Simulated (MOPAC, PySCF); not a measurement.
H₆GaN₃, SMILES `[NH2][Ga]([NH2])[NH2]`, neutral singlet in the gas phase. 

Z-matrix (Å, degrees):
```
Ga
N 1 1.8338
H 2 1.0073 1 120.78
H 2 1.0073 3 110.64 1 149.42
N 1 1.8339 2 119.73 3 168.42
H 5 1.0073 1 120.76 2 -22.05
H 5 1.0073 6 110.63 1 149.31
N 1 1.8339 2 119.73 3 -21.99
H 8 1.0073 1 120.76 2 168.38
H 8 1.0073 9 110.63 1 149.31
```
Charge 0, spin multiplicity 1.

All levels are single points at this geometry (B3LYP-D3(BJ)/def2-TZVP); Pople sets use spherical d functions. Orbital energies aren't observables, and empty levels follow the basis.

HF/STO-3G in PySCF gives dipole (D) = 2.18.

**Question.** Estimate the dipole (D) from each of these levels: B3LYP-D3(BJ)/def2-TZVP in PySCF; B3LYP/LANL2DZ in PySCF; BP86/6-31G* in PySCF; HF/3-21G in PySCF; AM1 in MOPAC.

**Answer.** 
```tsv
level	dipole (D)
B3LYP-D3(BJ)/def2-TZVP in PySCF	1.99
B3LYP/LANL2DZ in PySCF	2.89
BP86/6-31G* in PySCF	2.08
HF/3-21G in PySCF	3.08
AM1 in MOPAC	2.56
```
